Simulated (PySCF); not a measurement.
Input of a run (PBE0-D3(BJ)/def2-SVP geometry optimisation, gas phase (PySCF 2.14.0)), started from GFN2-xTB:
```
{"job": {"xc": "PBE0", "basis": "def2-SVP", "d3": "d3bj", "grid": 1, "kind": "geom"}, "charge": 0, "multiplicity": 1}
C     -3.240868    -1.324757     0.511361
C     -2.538413    -0.369694     0.309732
Ge    -1.414525     1.125099    -0.010446
C      0.373881     0.522565    -0.115711
C      1.509718     0.122275    -0.178603
C      2.873651    -0.352213    -0.250197
H     -3.859099    -2.158552     0.689857
H     -1.560275     2.093301     1.124611
H     -1.816224     1.767283    -1.303685
H      3.547125     0.378830     0.196900
H      2.965302    -1.294509     0.289671
H      3.160924    -0.510316    -1.289516
```

Output (energies in Eh, forces in Eh/bohr):
```
step   0  E = -2270.11157951  max force = 0.022730
step   1  E = -2270.11375915  max force = 0.003854
step   2  E = -2270.11385660  max force = 0.000354
step   3  E = -2270.11385913  max force = 0.000197
optimisation converged
```

Question: Summarise the run.

Answer: The energy falls by 0.062 eV over 4 energy and gradient evaluations, the largest force component goes from 0.0227 to 2.0e-04 Eh/bohr, and the atoms move by 0.035 Å rms after alignment. Among the bonds, Ge3–H8 and Ge3–H9 change most and about equally (+0.036 Å). Bonds longer at the end by more than 0.005 Å: 10 of 11; shorter: 0. The energy never rose by more than 1e-6 Eh on the way. The first step brought 96 % of the lowering.

Question: What are the final bond lengths?

Answer: C1≡C2 1.216 Å, C2–Ge3 1.902 Å, Ge3–C4 1.890 Å, C4≡C5 1.218 Å, C5–C6 1.451 Å, C1–H7 1.076 Å, Ge3–H8 1.535 Å, Ge3–H9 1.535 Å, C6–H10 1.101 Å, C6–H11 1.101 Å, C6–H12 1.101 Å. Numbering counts from 1 in the input's order; the species is `[C](#CC)[GeH2][C]#C`.

The run used 132 basis functions and 28 SCF cycles in all. On Arm Neoverse V1, one thread, on a shared host, this took 28 s.

Stationary, but not proved a minimum.
